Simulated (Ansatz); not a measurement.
Consider the redistribution: `[OH][Ga]([F])[Br]` + `[BH2][GeH2][O]C` → `C[O][Ga]([OH])[Br]` + `[BH2][GeH2][F]`.

Isolated molecules relaxed with PBE0-D4/def2-TZVP in Ansatz; ΔE leaves out vibrations. CCSD(T)/CBS is the MP2 limit (def2-TZVPP, def2-QZVPP) plus CCSD(T) − MP2 in def2-TZVPP, frozen cores. For Br, Ga, Ge outer-core shells are correlated without core-valence functions, which leaves a few kJ/mol of doubt a bond. Scalar relativity is left out up to krypton. One conformer a species, not always the lowest.

```
             species  CCSD(T)/CBS(def2) energy (Eh)
 `[OH][Ga]([F])[Br]`                    -4672.95707
   `[BH2][GeH2][O]C`                    -2218.30536
`C[O][Ga]([OH])[Br]`                    -4688.17187
    `[BH2][GeH2][F]`                    -2203.09407
```

(1) Work out ΔE.

Largest T1 diagnostic among the species: 0.012.

Answers

(1) ΔE = (-4688.17187) + (-2203.09407) − (-4672.95707) − (-2218.30536) = -0.00351 Eh = -0.10 eV.
